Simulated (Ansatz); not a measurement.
`C[Se][Al]([F])[Cl]` + H–F → `[F][Al]([F])[Cl]` + `C[SeH]` at 500 K and 1 bar (ligand exchange at the Al–Se bond).

Calculated with Ansatz (gas phase, PBE0-D4/def2-TZVP geometries, no zero-point term in ΔE). CBS: MP2 limit from def2 TZ/QZ plus the TZ coupled-cluster correction, frozen cores. This one scheme is used for every species. For Se outer-core shells are correlated without core-valence functions, which leaves a few kJ/mol of doubt a bond. Scalar relativity is left out up to krypton. One conformer a species, not always the lowest.

```json
{"species": "`C[Se][Al]([F])[Cl]`", "CCSD(T)/CBS energy (Eh)": "-3242.34628", "H − E (kJ/mol)": "158.5", "S (J/(mol·K))": "447.2"}
{"species": "H–F", "CCSD(T)/CBS energy (Eh)": "-100.39570", "H − E (kJ/mol)": "39.4", "S (J/(mol·K))": "188.7"}
{"species": "`[F][Al]([F])[Cl]`", "CCSD(T)/CBS energy (Eh)": "-901.60711", "H − E (kJ/mol)": "46.9", "S (J/(mol·K))": "335.0"}
{"species": "`C[SeH]`", "CCSD(T)/CBS energy (Eh)": "-2441.15625", "H − E (kJ/mol)": "142.1", "S (J/(mol·K))": "299.3"}
```

H − E and S are ideal-gas, rigid-rotor, harmonic terms from PBE0-D4/def2-TZVP, for one conformer and one mirror image of each species. 1 Eh = 2625.50 kJ/mol, R = 8.31446 J/(mol·K).

Problem. By hand: ΔE, ΔH, ΔS and ΔG.

Solution. ΔE = (-901.60711) + (-2441.15625) − (-3242.34628) − (-100.39570) = -0.02138 Eh = -56.1 kJ/mol. Δ(H − E) = 46.9 + 142.1 − 158.5 − 39.4 = -8.9, so ΔH = -65.0 kJ/mol. ΔS = 335.0 + 299.3 − 447.2 − 188.7 = -1.6 J/(mol·K). ΔG = -65.0 − 500 × (-1.6)/1000 = -64.2 kJ/mol.

Problem. By hand: the equilibrium constant, and the temperature at which ΔG would vanish if ΔH and ΔS stayed fixed.

Solution. log₁₀ K = −ΔG/(RT ln 10) = 6.7. ΔG = 0 at ΔH/ΔS = 40625 K, far beyond where these terms or the molecules hold.

The number of gas molecules stays the same, so ΔS is small and ΔH decides. A doubt of 5 kJ/mol in ΔE shifts log₁₀ K by 0.5 here. Other conformers and mirror images would add mixing entropy, several J/(mol·K) or more a flexible species. Modes under 60 cm⁻¹, often nearly free rotors, make the harmonic entropy too high. These are equilibria of isolated gas molecules and say nothing of rates. Largest T1 diagnostic: 0.012 (customary marks: 0.02 for closed shells, 0.045 for open ones).
